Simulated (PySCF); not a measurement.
A PySCF script (with the pyscf-properties extension) for the NMR shieldings of `CO[SiH2]OCC(=O)O[SiH3]`, C3H10O4Si2, on a GFN2-xTB geometry:

```python
import basis_set_exchange as bse
import numpy as np
from pyscf import gto, dft
from pyscf.prop import nmr

atoms = """
C    -3.646722   -0.599818   -0.118533
O    -2.603363    0.310986   -0.208750
Si   -1.028564   -0.055911   -0.128391
O    -0.492614    1.438654   -0.423726
C     0.760489    1.986353   -0.322754
C     1.912257    1.022825   -0.148678
O     3.056802    1.391184   -0.056868
O     1.579743   -0.243946   -0.101727
Si    2.789799   -1.394283    0.086601
H    -3.624104   -1.302631   -0.955741
H    -4.586474   -0.047333   -0.140800
H    -3.588041   -1.173709    0.810061
H    -0.685356   -1.018134   -1.175856
H    -0.711373   -0.564503    1.207661
H     0.970068    2.577128   -1.226043
H     0.798223    2.679635    0.531248
H     1.944235   -2.577122    0.047322
H     3.707809   -1.264370   -1.037910
H     3.437383   -1.155754    1.370586
"""
names = dict.fromkeys(["C", "O", "Si", "H"], "pcSseg-1")
basis = {el: gto.basis.parse(bse.get_basis(n, elements=[el], fmt="nwchem")) for el, n in names.items()}
mol = gto.M(atom=atoms, basis=basis, charge=0, verbose=0)
mf = dft.RKS(mol, xc="PBE0")
mf.grids.level = 2
mf.grids.alignment = dft.numint.BLKSIZE   # the property module wants whole blocks of grid points
mf.conv_tol = 1e-9
mf.kernel()

calc = nmr.RKS(mf)   # GIAO
C = mf.mo_coeff
Co = C[:, mf.mo_occ > 0]
resp = mf.gen_response(singlet=True, hermi=2)
def vind(x):   # induced exchange potential for any number of trial vectors
    d = np.einsum("pi,xij,qj->xpq", C, 2 * x.reshape(-1, C.shape[1], Co.shape[1]), Co, optimize=True)
    return np.einsum("xpq,pi,qj->xij", resp(d - d.transpose(0, 2, 1)), C, Co, optimize=True).ravel()
mo1, _ = nmr.rhf.solve_mo1(calc, with_cphf=vind)
sigma = calc.kernel(mo1)
for i, s in enumerate(sigma):   # ppm
    w = np.linalg.eigvalsh((s + s.T) / 2)
    print("%2d %-2s iso %8.1f  s11 %8.1f  s22 %8.1f  s33 %8.1f" % (i, mol.atom_pure_symbol(i), w.mean(), *w))
```

Question: Give the expected output.

Answer: 
```
 0 C  iso    137.3  s11    111.0  s22    115.4  s33    185.3
 1 O  iso    319.6  s11    272.8  s22    326.3  s33    359.6
 2 Si iso    387.1  s11    368.6  s22    372.8  s33    419.9
 3 O  iso    324.3  s11    278.6  s22    316.5  s33    377.8
 4 C  iso    120.7  s11     96.7  s22    107.0  s33    158.3
 5 C  iso      6.4  s11    -89.1  s22     33.3  s33     75.1
 6 O  iso   -100.1  s11   -349.7  s22   -249.5  s33    299.1
 7 O  iso    147.1  s11     -7.2  s22    213.2  s33    235.3
 8 Si iso    389.7  s11    355.5  s22    374.6  s33    439.1
 9 H  iso     28.0  s11     23.8  s22     25.8  s33     34.3
10 H  iso     27.7  s11     23.3  s22     25.6  s33     34.3
11 H  iso     28.0  s11     23.8  s22     25.9  s33     34.4
12 H  iso     26.7  s11     22.6  s22     26.8  s33     30.6
13 H  iso     26.8  s11     22.8  s22     27.0  s33     30.5
14 H  iso     26.8  s11     22.0  s22     26.5  s33     31.9
15 H  iso     26.8  s11     21.9  s22     26.5  s33     31.9
16 H  iso     27.1  s11     23.4  s22     26.7  s33     31.3
17 H  iso     26.8  s11     23.5  s22     25.0  s33     31.8
18 H  iso     26.8  s11     23.5  s22     25.0  s33     31.9
```

These numbers come from an equivalent density-fitted implementation of the same equations, which agrees with the script to about 0.01 ppm for H and up to a few tenths of a ppm for heavy atoms, so last digits may differ.

Question: Turn these shieldings into chemical shifts. Scale: TMS for $^{13}$C (σ = 186.93 ppm) and $^{29}$Si (σ = 349.16 ppm) and $^{1}$H (σ = 31.72 ppm); H2O for $^{17}$O (σ = 336.08 ppm) (reference shieldings calculated alike).

Answer: Averaging equivalent atoms: C 5: 180.5; C 4: 66.2; C 0: 49.7; O 6: 436.1; O 7: 188.9; O 1: 16.5; O 3: 11.8; Si 2: -37.9; Si 8: -40.6; H 12/13: 5.00; H 14/15: 4.91; H 16/17/18: 4.82; H 9/10/11: 3.79 ppm. Unscaled 17O shifts of doubly bonded oxygen tend to come out too high, by tens of ppm or more. Experimental scales use liquid or dissolved standards, which lie at an offset from isolated H2O (liquid H2O: subtract about 36 ppm).

Size and cost of the density-fitted run: 217 basis functions, 100 s wall time on 1 thread of an Intel Xeon, shared host; peak memory 0.96 GiB.
